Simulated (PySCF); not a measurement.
PySCF job for C2H6F2Si, SMILES C[Si@H](F)CF, PBE-D3(BJ)/def2-SVP. Geometry optimised at PBE-D3(BJ)/def2-SVP. The structure was generated by enumeration; whether it is a known compound was not checked. Other conformers were not sampled.

```python
import numpy as np
from pyscf import gto, scf, dft, df
from pyscf.hessian import thermo

mol = gto.M(
    atom='''
    C     1.96098638   -0.56114468   -0.65904340
    Si    0.38772896    0.34811765   -0.20095837
    F     0.56106364    0.97288661    1.31196712
    C    -1.08993276   -0.84687452   -0.18633406
    F    -2.28624305   -0.15630982   -0.00017251
    H     2.83743391    0.11468179   -0.59361364
    H     1.90753074   -0.94834474   -1.69747566
    H     2.14027518   -1.41861595    0.02109457
    H     0.09257484    1.49457193   -1.12282415
    H    -1.13459860   -1.41017959   -1.14951914
    H    -0.97112861   -1.60683668    0.62186859
    ''',
    basis='def2-SVP',
    charge=0,
    spin=0,
    max_memory=1600,
    verbose=3,
)
mf = dft.RKS(mol, xc='pbe').density_fit(auxbasis='def2-universal-jkfit')
mf.disp = 'd3bj'
mf.grids.level = 3
mf.conv_tol = 1e-11
mf.max_cycle = 100
mf.kernel()

# [left out here: the lines that compute and print the analytic Hessian (its translational invariance restored by hand, since the grid's response is missing), thermochemistry and intensities]
```

It prints:

```
converged SCF energy = -568.301733152848

WARN: DFTD3 does not support analytical Hessian, using finite difference


WARN: Mole.unit (angstrom) is changed to Bohr

Mode                                 0                   1                   2
Irrep
Freq [cm^-1]                       81.6071            127.1303            140.6189
Reduced mass [au]                   3.9886              2.4412              1.2061
Force const [Dyne/A]                0.0157              0.0232              0.0141
Char temp [K]                     117.4144            182.9122            202.3193
Normal mode                   x     y     z       x     y     z       x     y     z
       0   C                 0.04 -0.02  0.06    0.07  0.09 -0.02    0.03  0.03 -0.01
       1  Si                 0.01 -0.01 -0.04   -0.01 -0.06 -0.01   -0.00 -0.03 -0.02
       2   F                -0.09 -0.01 -0.03   -0.05 -0.05 -0.01   -0.04 -0.01 -0.02
       3   C                -0.00  0.01 -0.11   -0.02 -0.04  0.05   -0.01 -0.02  0.05
       4   F                 0.04  0.02  0.13    0.04  0.10 -0.01    0.02  0.04  0.01
       5   H                 0.03 -0.01  0.08   -0.04  0.25 -0.25    0.05 -0.04  0.49
       6   H                 0.09 -0.05  0.07    0.01 -0.11  0.06    0.26  0.48 -0.18
       7   H                 0.00  0.01  0.10    0.29  0.25  0.12   -0.17 -0.26 -0.33
       8   H                 0.08 -0.00 -0.06   -0.09 -0.09 -0.02   -0.03 -0.05 -0.03
       9   H                -0.11  0.18 -0.20   -0.08 -0.12  0.10   -0.04 -0.11  0.10
      10   H                 0.06 -0.12 -0.24   -0.10  0.03  0.12   -0.02  0.05  0.12
Mode                                 3                   4                   5
Irrep
Freq [cm^-1]                      211.5800            244.7263            313.3262
Reduced mass [au]                   3.6222              2.9057              4.3395
Force const [Dyne/A]                0.0955              0.1025              0.2510
[...]
       6   H                 0.07 -0.18  0.02   -0.22  0.13  0.01   -0.47  0.18  0.07
       7   H                -0.24  0.01  0.08    0.09 -0.06 -0.09   -0.20 -0.02 -0.05
       8   H                -0.39  0.06  0.13    0.38  0.16  0.05   -0.08 -0.22 -0.23
       9   H                -0.14 -0.07 -0.01   -0.30 -0.42  0.10    0.02  0.12 -0.04
      10   H                -0.18 -0.13 -0.01    0.07  0.16  0.14   -0.14 -0.14 -0.06
Mode                                 9                  10                  11
Irrep
Freq [cm^-1]                      743.0965            761.4357            818.5364
Reduced mass [au]                   1.9107              1.7137              2.0036
Force const [Dyne/A]                0.6216              0.5854              0.7909
Char temp [K]                    1069.1504           1095.5364           1177.6916
Normal mode                   x     y     z       x     y     z       x     y     z
       0   C                -0.11  0.06 -0.05    0.06  0.03  0.03    0.03 -0.01  0.02
       1  Si                 0.08 -0.05  0.01   -0.03 -0.05  0.03   -0.01  0.03  0.05
       2   F                -0.02  0.02 -0.02    0.00 -0.00 -0.04   -0.01 -0.04 -0.13
       3   C                -0.00  0.01 -0.02    0.03  0.11 -0.08   -0.00 -0.03  0.06
       4   F                -0.01 -0.00  0.00   -0.01 -0.01  0.01    0.00  0.00 -0.01
       5   H                -0.14  0.08  0.19    0.23 -0.19 -0.11    0.05 -0.03 -0.06
       6   H                 0.19 -0.15  0.02   -0.23  0.03  0.04   -0.05  0.03  0.01
       7   H                -0.34  0.22  0.21   -0.07 -0.07 -0.06    0.08 -0.06 -0.06
       8   H                -0.01  0.18  0.34   -0.36  0.02  0.21    0.22  0.39  0.43
       9   H                -0.06 -0.08  0.03   -0.03 -0.16  0.09    0.06  0.12 -0.04
      10   H                 0.01  0.06  0.03    0.24  0.33  0.11   -0.10 -0.16 -0.06
Mode                                12                  13                  14
Irrep
Freq [cm^-1]                      853.5202            919.2670           1046.6406
Reduced mass [au]                   1.3547              2.5051              6.8922
Force const [Dyne/A]                0.5815              1.2473              4.4484
Char temp [K]                    1228.0255           1322.6205           1505.8828
Normal mode                   x     y     z       x     y     z       x     y     z
       0   C                -0.04 -0.08  0.05    0.01  0.01  0.05   -0.00  0.00  0.00
       1  Si                 0.06  0.03 -0.01   -0.01 -0.05 -0.10   -0.01 -0.01 -0.01
       2   F                -0.01 -0.01 -0.01    0.01  0.04  0.08    0.00  0.01  0.01
       3   C                 0.00 -0.02 -0.02   -0.01  0.02  0.06    0.18 -0.10 -0.02
       4   F                -0.01  0.00  0.00    0.01 -0.01 -0.01   -0.12  0.08  0.02
       5   H                -0.30  0.26  0.01    0.03 -0.01 -0.09    0.01 -0.01 -0.01
       6   H                -0.01  0.17 -0.05   -0.21  0.10  0.02   -0.01 -0.00  0.00
       7   H                 0.35 -0.09 -0.08    0.03 -0.08 -0.08   -0.01 -0.00 -0.01
       8   H                -0.59  0.02  0.19    0.02  0.33  0.37    0.06  0.03  0.04
       9   H                -0.07 -0.07  0.01    0.05  0.17 -0.04    0.18 -0.04 -0.04
      10   H                -0.03 -0.00  0.01   -0.03 -0.11 -0.07    0.19 -0.07 -0.01
Mode                                15                  16                  17
Irrep
Freq [cm^-1]                     1200.1466           1222.6733           1264.8348
Reduced mass [au]                   1.1003              1.2683              1.3409
Force const [Dyne/A]                0.9337              1.1171              1.2639
Char temp [K]                    1726.7438           1759.1546           1819.8156
Normal mode                   x     y     z       x     y     z       x     y     z
       0   C                -0.00  0.00 -0.00    0.11 -0.06 -0.04   -0.00  0.00  0.00
       1  Si                 0.00  0.00  0.01   -0.01  0.01  0.01    0.02  0.00  0.00
       2   F                 0.00 -0.00 -0.00    0.00 -0.00 -0.00   -0.00 -0.00 -0.00
       3   C                 0.01 -0.01  0.07    0.00 -0.00  0.00   -0.13 -0.07  0.00
       4   F                -0.00  0.00 -0.04    0.00  0.00 -0.00    0.01  0.02  0.00
       5   H                 0.01 -0.01  0.02   -0.27  0.39  0.16   -0.00  0.00  0.00
       6   H                 0.01 -0.02  0.00   -0.47  0.18 -0.08   -0.01  0.01 -0.00
       7   H                 0.01  0.01  0.00   -0.41  0.09  0.28   -0.00  0.01  0.01
       8   H                -0.02 -0.04 -0.02    0.02  0.01 -0.02   -0.06 -0.00 -0.01
       9   H                -0.64  0.19  0.00   -0.01 -0.00  0.00    0.54  0.20 -0.18
      10   H                 0.63 -0.17 -0.16    0.01 -0.01 -0.01    0.56  0.16  0.12
Mode                                18                  19                  20
Irrep
Freq [cm^-1]                     1377.2535           1382.2565           1395.4088
Reduced mass [au]                   1.0472              1.0482              1.0722
Force const [Dyne/A]                1.1704              1.1799              1.2300
Char temp [K]                    1981.5612           1988.7594           2007.6825
Normal mode                   x     y     z       x     y     z       x     y     z
       0   C                -0.03 -0.05  0.01   -0.02  0.00 -0.05    0.01  0.01  0.01
       1  Si                -0.00 -0.01  0.00   -0.00 -0.00 -0.01    0.00  0.00  0.00
       2   F                 0.00  0.00 -0.00    0.00 -0.00  0.00   -0.00 -0.00  0.00
       3   C                -0.00  0.01  0.00   -0.00  0.01  0.00   -0.04  0.06  0.01
       4   F                -0.00  0.00 -0.00   -0.00  0.00  0.00   -0.00  0.01  0.00
       5   H                 0.15 -0.23 -0.30    0.15 -0.27  0.61   -0.03  0.05 -0.06
       6   H                 0.20  0.62 -0.25   -0.37 -0.03 -0.01    0.03 -0.05  0.02
       7   H                 0.03  0.32  0.44    0.48  0.27  0.17   -0.07 -0.06 -0.06
       8   H                 0.02  0.01  0.01   -0.00  0.02  0.01   -0.01 -0.01 -0.01
       9   H                 0.01 -0.05  0.03    0.05 -0.07  0.04    0.27 -0.53  0.31
      10   H                 0.02 -0.04 -0.04    0.00 -0.06 -0.06    0.21 -0.44 -0.46
Mode                                21                  22                  23
Irrep
Freq [cm^-1]                     2187.1112           2926.8483           2977.4015
Reduced mass [au]                   1.0419              1.0574              1.0364
Force const [Dyne/A]                2.9363              5.3369              5.4133
Char temp [K]                    3146.7661           4211.0830           4283.8178
Normal mode                   x     y     z       x     y     z       x     y     z
       0   C                -0.00  0.00  0.00   -0.00  0.00  0.00   -0.04  0.03  0.01
       1  Si                 0.01 -0.03  0.02    0.00  0.00 -0.00    0.00 -0.00 -0.00
       2   F                 0.00 -0.00  0.00   -0.00  0.00 -0.00    0.00  0.00  0.00
       3   C                 0.00 -0.00 -0.00   -0.00 -0.06 -0.02   -0.00  0.00 -0.00
       4   F                -0.00  0.00 -0.00    0.00 -0.00 -0.00   -0.00 -0.00  0.00
       5   H                -0.00 -0.00 -0.00    0.01  0.01  0.00    0.41  0.34  0.04
       6   H                 0.00 -0.00  0.00   -0.00 -0.01 -0.02   -0.04 -0.20 -0.55
       7   H                 0.00 -0.00 -0.00    0.00 -0.01  0.01    0.08 -0.44  0.36
       8   H                -0.19  0.75 -0.60   -0.00  0.00  0.00   -0.00  0.00 -0.00
       9   H                -0.01 -0.00  0.00    0.04  0.37  0.66    0.00  0.01  0.01
      10   H                -0.00 -0.01  0.00   -0.07  0.40 -0.45    0.00 -0.04  0.04
Mode                                24                  25                  26
Irrep
Freq [cm^-1]                     2982.1595           3076.1140           3081.5497
Reduced mass [au]                   1.1048              1.1017              1.1020
Force const [Dyne/A]                5.7888              6.1421              6.1656
Char temp [K]                    4290.6635           4425.8432           4433.6640
Normal mode                   x     y     z       x     y     z       x     y     z
       0   C                 0.00 -0.00  0.00    0.02 -0.00  0.08   -0.04 -0.08  0.01
       1  Si                -0.00  0.00 -0.00    0.00 -0.00  0.00   -0.00 -0.00  0.00
       2   F                 0.00  0.00  0.00    0.00 -0.00 -0.00    0.00  0.00  0.00
       3   C                -0.01  0.02 -0.09    0.00  0.00  0.00    0.00 -0.00  0.00
       4   F                -0.00  0.00  0.00   -0.00 -0.00 -0.00    0.00  0.00 -0.00
       5   H                -0.03 -0.02 -0.00   -0.17 -0.13  0.00    0.61  0.46  0.05
       6   H                 0.00  0.01  0.02   -0.03 -0.26 -0.68    0.00  0.05  0.17
       7   H                -0.01  0.03 -0.03   -0.09  0.44 -0.34   -0.09  0.40 -0.33
       8   H                 0.00 -0.00  0.00   -0.00  0.00 -0.00   -0.00  0.00 -0.00
       9   H                 0.04  0.30  0.50   -0.00 -0.01 -0.01    0.00  0.00  0.00
      10   H                 0.06 -0.51  0.54    0.00  0.00 -0.00    0.00  0.00 -0.00
temperature 298.1500 [K]
pressure 101325.00 [Pa]
Rotational constants [GHz] 5.80416 2.47003 1.91985
Symmetry number 1
Zero-point energy (ZPE) 0.07577 [Eh]   198933.478 [J/mol]
                           tot       elec      trans        rot        vib
Entropy [J/mol/K]       349.948      0.000    165.691    112.381     71.877
Cv [J/mol/K]            101.272      0.000     12.472     12.472     76.329
Cp [J/mol/K]            109.587      0.000     20.786     12.472     76.329
Internal energy [J/mol]                      3718.434   3718.434 210611.910
Internal energy [Eh]   -568.21868  -568.30173
Enthalpy [J/mol]                             6197.391   3718.434 210611.910
Enthalpy [Eh]          -568.21774
Gibbs free energy [J/mol]                  -43203.281 -29787.887 189181.855
Gibbs free energy [Eh] -568.25748
mode   freq/cm-1   IR/(km/mol)
   1       81.61         2.724
   2      127.13         1.539
   3      140.62         0.525
   4      211.58         2.334
   5      244.73         7.927
   6      313.33         8.338
   7      593.47         9.100
   8      643.71        15.431
   9      686.66        19.975
  10      743.10        71.455
  11      761.44        17.907
  12      818.54        12.546
  13      853.52       136.061
  14      919.27       167.338
  15     1046.64        63.785
  16     1200.15         2.653
  17     1222.67        30.531
  18     1264.83         2.074
  19     1377.25         2.001
  20     1382.26         5.098
  21     1395.41         4.350
  22     2187.11       122.443
  23     2926.85        20.647
  24     2977.40         0.582
  25     2982.16        21.447
  26     3076.11         2.353
  27     3081.55         1.080
max |gradient| / (hartree/bohr): 0.00017113294904823984
APT charges: [-0.3901  1.4701 -0.6043  0.2212 -0.4573  0.0335  0.0351  0.03   -0.2789
 -0.0289 -0.0304]
```

The run converged.
